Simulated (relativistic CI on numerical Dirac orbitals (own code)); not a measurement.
V⁺: 2p photoemission

Computed with this model: Dirac-Coulomb-Breit CI, separate exchange-only KLI orbitals for each configuration, model QED, valence Slater integrals scaled by 0.8, multiplet model of photoemission in the sudden approximation; configurations [Ar] 3d4 → [He] 2s2 2p5 3s2 3p6 3d4; 300 K; Lorentzian 0.35 eV and Gaussian 0.6 eV FWHM. Energies are those of the free ion, without screening or charge transfer. The energies are binding energies and can lie tens of eV above those of solids. S is read from ⟨S²⟩ = S(S + 1).

Field parameters in Wybourne normalisation: D4h B²₀ = −7Ds, B⁴₀ = 21(Dq − Dt), B⁴₄ = 21√(5/14) Dq; Oh B⁴₀ = 21Dq, B⁴₄ = √(5/14) B⁴₀; Td as Oh with Dq negative (B⁴₀ = 21Dq, B⁴₄ = √(5/14) B⁴₀). The field is a parameter set, without covalency.

free ion: ground-state S = 2.00, centroid 528.86 eV. Peaks (eV, height): 525.3 (85), 526.5 (100), 529.0 (21), 533.5 (59), 534.3 (47).

Oh, 10Dq = 14950 cm⁻¹: ground-state S = 1.37, centroid 529.23 eV. Peaks (eV, height): 526.3 (100), 534.1 (55), 536.0 (9).

D4h, 10Dq = 7100, Ds = 2960, Dt = 280 cm⁻¹: ground-state S = 2.00, centroid 528.86 eV. Peaks (eV, height): 525.3 (100), 526.2 (89), 529.3 (15), 534.0 (62), 536.3 (8).

Td, 10Dq = -6550 cm⁻¹: ground-state S = 2.00, centroid 528.86 eV. Peaks (eV, height): 525.3 (93), 526.4 (100), 529.3 (18), 533.6 (65).

D4h, 10Dq = 7400, Ds = 90, Dt = -340 cm⁻¹: ground-state S = 2.00, centroid 528.86 eV. Peaks (eV, height): 525.3 (100), 526.4 (94), 529.3 (16), 533.9 (67).

Strongest unbroadened transitions for D4h, 10Dq = 7100, Ds = 2960, Dt = 280 cm⁻¹:

| Energy (eV) | Relative strength |
| --- | --- |
| 525.12 | 87.1 |
| 525.16 | 87.2 |
| 525.25 | 87.2 |
| 525.55 | 85.9 |
| 525.97 | 40.2 |
| 526.18 | 42.1 |
| 526.19 | 56.4 |
| 526.20 | 62.9 |
| 526.49 | 24.7 |
| 526.54 | 24.2 |
| 526.86 | 34.5 |
| 526.96 | 32.9 |
| 527.06 | 17.7 |
| 527.13 | 41.8 |
| 533.41 | 100.0 |
| 534.01 | 41.4 |
| 534.09 | 19.1 |
| 534.15 | 33.4 |
